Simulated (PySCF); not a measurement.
## Stationary points of H2Se

All numbers come from PySCF, PBE0, basis Se def2-TZVP, H def2-TZVP (no relativity, density fitting).

Relaxations began from a few typed shapes. The search is not exhaustive: other isomers or separated fragments can lie lower, and high-lying points may rest on an excited occupation.

Question: Order these stationary points by electronic energy, lowest first, in kJ/mol from the lowest minimum.
A. singlet D∞h: Se–H 1.424 Å (×2); H–Se–H 180.0°
B. singlet C2v: Se–H 1.467 Å (×2); H–Se–H 91.2°

Answer: B (0.0), A (312.5).

Question: Which of them are minima?

Answer: By energy in kJ/mol, 0.0: minimum; 312.5: saddle point, 2 imaginary modes.

Counting electrons, selenium keeps 4 of its valence electrons outside its bonds, so the VSEPR class is AX2E2 and the expected shape is bent (C2v), as computed. The angle of 91° is close to 90°: the heavy centre bonds with nearly pure p orbitals and keeps its lone pair s-like.
